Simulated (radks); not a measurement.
Results of a calculation; reference values are marked as such.
Q: The mean radii <r> (bohr) of the occupied orbitals of an atom or ion are listed with their occupations. Level of theory: scalar-relativistic Kohn-Sham, exchange-only LDA, spin-polarised, spherical densities, point nucleus (a radial shooting solver on a logarithmic mesh with Libxc functionals).

| orbital | occ. | <r> |
|---|---|---|
| 1s | 2 | 0.01892 |
| 2s | 2 | 0.07696 |

Name the element and its charge. Open shells, if any, are filled with parallel spins first.

A: Z = 72, hafnium, charge +68: Hf68+ in [He] 2s2. The 1s radius gives Z: for a bare nucleus <r> = (2 gamma + 1)/(2Z) with gamma = sqrt(1 - (Z/c)^2), 0.01876 bohr for Z = 72, and screening makes it slightly larger (0.01892 here). The occupations add up to 4, and the charge is Z minus that.
